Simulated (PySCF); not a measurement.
From one molecule to another.

First species: C₃H₉ClSSi₂.
SMILES: `C=CC[SiH2]S[SiH2]Cl`

Second species: C3H9ClSSi2.
SMILES: `Cl[Si@H]1CCS[SiH2]C1`

Levels: wB97X-D/def2-SVPD for HOMO energy, LUMO energy, HOMO–LUMO gap and static isotropic polarisability; TDDFT wB97X-D/def2-SVPD for lowest singlet excitation; TDA wB97X-D/def2-SVPD for lowest triplet excitation (Tamm–Dancoff). Geometries: GFN2-xTB. Each species is one conformer at its optimised geometry, gas phase, non-relativistic unless stated; the electronic structure was computed with PySCF and density fitting.

The conformers computed, where there is a choice (atom-mapped SMILES and torsion angles):
- `[CH2:1]=[CH:2][CH2:3][SiH2:4][S:5][SiH2:6][Cl:7]`: C1–C2–C3–Si4 112°, C2–C3–Si4–S5 -71°, C3–Si4–S5–Si6 67°, Si4–S5–Si6–Cl7 31°

The conformers of `Cl[Si@H]1CCS[SiH2]C1` aren't listed.

**Question.** Which of the two has the higher T1 energy, and by how much?

**Answer.** The second: 5.47 eV against 4.45 eV, a difference of 1.02 eV.

**Question.** Which of the two has the higher HOMO–LUMO gap, and by how much?

**Answer.** The second: 10.40 eV against 10.28 eV, a difference of 0.12 eV.

**Question.** Which of the two has the higher LUMO energy, and by how much?

**Answer.** The second: 1.73 eV against 1.34 eV, a difference of 0.39 eV.

**Question.** Which has the higher S1 energy?

**Answer.** The first: 5.95 eV against 5.84 eV, a difference of 0.11 eV.

**Question.** Which of the two has the higher static isotropic polarisability, and by how much?

**Answer.** The first: 118.5 au against 114.0 au, a difference of 4.5 au.

**Question.** Which has the higher HOMO energy?

**Answer.** The second: -8.67 eV against -8.94 eV, a difference of 0.27 eV.

On the first: The principal polarisabilities are 107.1, 117.1 and 131.3 au; their mean is the isotropic value. S1 lies 4.33 eV below the HOMO–LUMO gap; its leading configuration is HOMO→LUMO, weight 0.67.

On the second: No computed singlet falls in the visible range (750 to 380 nm, 1.65 to 3.26 eV); S1 lies 2.58 eV above its blue end. The vertical singlet–triplet gap S1 − T1 is 0.37 eV (TDDFT singlet less Tamm–Dancoff triplet).
